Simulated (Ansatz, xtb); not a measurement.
**Relaxing a trial structure of C2H7BO**

The starting geometry of this gas-phase singlet was built from a drawn formula by distance geometry and a force field; its bonds are those of `C[CH+][BH2-]O`.

```xyz
11

C     0.2183   -1.2007    1.2725
C     0.8183   -0.3296    0.1703
B    -0.0585    0.3325   -0.8922
O    -1.0053    1.2787   -0.3120
H    -0.5241   -0.5706    1.8503
H    -0.3202   -2.0491    0.8238
H     1.0249   -1.5921    1.9232
H     1.9133   -0.2263    0.1869
H    -0.6590   -0.5464   -1.5224
H     0.6401    0.8986   -1.6874
H    -1.5246    1.6644   -1.0431
```

Predict what becomes of its bonds when it is optimised with r2SCAN-D4/def2-SVP.

It rearranges to `CCBO`. Contacts that open: B3–H9 (1.24 → 2.17 Å). Contacts that close: C2–H9 (2.26 → 1.11 Å).

The energy falls by 3.83 eV over 24 steps:

| step | E − E(last) (eV) |
| --- | --- |
| 1 | 3.833 |
| 4 | 2.444 |
| 6 | 1.260 |
| 9 | 0.284 |
| 11 | 0.134 |
| 14 | 0.104 |
| 16 | 0.053 |
| 19 | 0.004 |
| 21 | 0.001 |
| 24 | 0.000 |

Final geometry (Å):

```xyz
11

C     0.1010   -1.1051    1.1401
C     0.7079   -0.5403   -0.1428
B    -0.0862    0.6145   -0.8434
O    -1.2476    1.0493   -0.2897
H    -0.0109   -0.3217    1.9065
H    -0.9057   -1.5136    0.9583
H     0.7156   -1.9106    1.5727
H     1.7373   -0.1670    0.0325
H     0.8578   -1.3374   -0.8989
H     0.3159    1.1303   -1.8726
H    -1.6618    1.7610   -0.7926
```

From the same start GFN2-xTB reaches the same bonding as this run.

The end wasn't checked by frequencies. Run with Ansatz 0.2.0, 37 s on 2 threads of Arm Neoverse V2, with other jobs on the host.
